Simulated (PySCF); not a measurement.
## Polarisability and C₆ of W⁺ (tungsten, charge +1)

[Xe] 4f14 5d4 6s1, high-spin 6D determinant. All numbers are calculated (PySCF 2.14, a scalar-relativistic core potential, in aug-cc-pwCVTZ-PP with ECP60MDF). Coupled (time-dependent) response in atomic units; α is the mean over directions.

```json
{"method": "PBE0", "mean α (bohr³)": "36.37", "α xx, yy, zz": "35.76, 35.76, 37.59", "C₆ (like pair)": "311.8", "S(−4)": "555.8"}
```

S(−4) is the Cauchy moment in α(ω) = α(0) + S(−4) ω² + …

Spin-orbit coupling is absent.

α(iu) at PBE0:

```csv
u (hartree),α(iu) (bohr³)
0,36.37
0.0500,35.05
0.100,31.72
0.200,23.76
0.300,17.74
0.500,11.11
0.750,7.282
1.00,5.266
1.50,3.194
2.00,2.155
3.00,1.165
5.00,0.4876
```

A single London oscillator, α(iu) = α/(1 + u²/ω²), gives C₆ = (3/4) ω α². Matching the computed C₆ needs ω = 4 × 311.8 / (3 × 36.37²) = 0.314 hartree.

For an ion, C₆ is the dispersion term alone; charge-induced terms of lower order in 1/R come first.

The components differ because the open shell of this determinant is not spherical; for a pure term their mean is the scalar polarisability.

Energies and moments cover only the electrons outside the core potential. Spin-orbit coupling, absent here, splits the open shell strongly.
